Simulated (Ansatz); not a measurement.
Ansatz (a quantum-chemistry and plane-wave program) input:
A basis named .json is the Basis Set Exchange file of that set.

Ansatz 0.2 input:
```yaml
crystal:
  periodic: [false, false, false]
  atoms:
    - {symbol: C, position_ang: [-1.72551333, -0.51086076, 0.16244204]}
    - {symbol: C, position_ang: [-0.56307396, 0.38637234, 0.42330781]}
    - {symbol: Si, position_ang: [1.12973651, 0.11756125, -0.25119955]}
    - {symbol: H, position_ang: [-2.54457617, 0.03103838, -0.32680067]}
    - {symbol: H, position_ang: [-2.14199589, -0.90517449, 1.09766571]}
    - {symbol: H, position_ang: [-1.46926428, -1.36260017, -0.47009264]}
    - {symbol: H, position_ang: [-0.76134791, 1.24840501, 1.05353561]}
    - {symbol: H, position_ang: [1.66560463, -1.20509745, 0.16933031]}
    - {symbol: H, position_ang: [2.04915016, 1.18076910, 0.21778072]}
    - {symbol: H, position_ang: [1.11764219, 0.11373263, -1.73912444]}
basis:
  gaussian:
    orbitals: aug-cc-pV_D+d_Z.json
magnetization: {spin_polarized: true, initial_magnetization: 1}
correlation: {method: ccsd_t, electrons: outside_noble_gas}
output: {forces: true}
```

Q: Which total energy does the run end on?

A: -369.16427 Eh (CCSD(T)/aug-cc-pV(D+d)Z). The basis has 141 functions.

It need not be the lowest isomer of its formula.
